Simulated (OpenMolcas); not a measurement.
V3+ among 5 point charges of -1.3 e arranged as a square pyramid (C4v), 2.09 Å from the ion, with the axial distance 1.881 Å.

```json
{
  "Program": "OpenMolcas 26.06",
  "Method": "CASSCF",
  "Basis": "ANO-RCC-VDZP [5s4p2d1f]",
  "Scalar Hamiltonian": "DKH2, point nucleus",
  "Active space": "2 electrons in 5 orbitals (3d)",
  "State averaging": "2S+1 = 3 even, 10 roots; 2S+1 = 1 even, 15 roots",
  "Spin-orbit coupling": "state interaction with AMFI integrals over the reference wave functions"
}
```

(1) What is the spin-free ground state?

(2) Where is the first state of the same spin?

(3) What are the lowest two levels with spin-orbit coupling?

(4) What is χT at 300 K, and how does it compare with the textbook value?

Results:

(1) A state of multiplicity 3, 1-fold in its orbital part, 98 % from free-ion F terms; it has the highest spin that d2 allows.

(2) A 2-fold state lies at 803 cm-1 above the ground state.

(3) A 1-fold level, then a 2-fold level 61.2 cm-1 above it. Their leading multiplicities are 3 (100 %) and 3 (100 %).

(4) The lowest level has 2S+1 = 3, for which the spin-only value is χT = S(S+1) / 2 = 1.000 cm3 K/mol (g = 2). The computed 0.873 at 300 K differs by -0.127, through orbital momentum, spin-orbit coupling and any other state in reach.

Without dynamic correlation the repulsion within the d shell is too large (B by tens of per cent), so at a given field states of lower spin stand too high. This is an electrostatic model: the charges have no orbitals. An unlabelled pair can be two single states that coincide in this model. No measured value stands beside these numbers.
